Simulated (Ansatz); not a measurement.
```xyz
4

C     0.0098    0.0001   -1.0238
S    -0.0042    0.0088    0.5869
H    -0.0091   -0.9333   -1.6151
H     0.0054    0.9237   -1.6186
```

Basis set: def2-TZVP (spherical functions). Correlated methods keep 6 orbitals frozen. Charge 0, multiplicity 1.

Computed with Ansatz (development build ahead of 0.2.0); each method stands on the lowest determinant of its kind that the runs found. Restricted open shells among the atoms or ions are ROHF, correlated in semicanonical orbitals with singles.

The atomization energy at this shape (free ground-state atoms in the same class of orbitals less the molecule, no zero-point energy) of singlet CH2S:

```csv
method,atomization energy
RHF,230.78 kcal/mol
```

What does RHF-MP2 give?

315.41 kcal/mol.
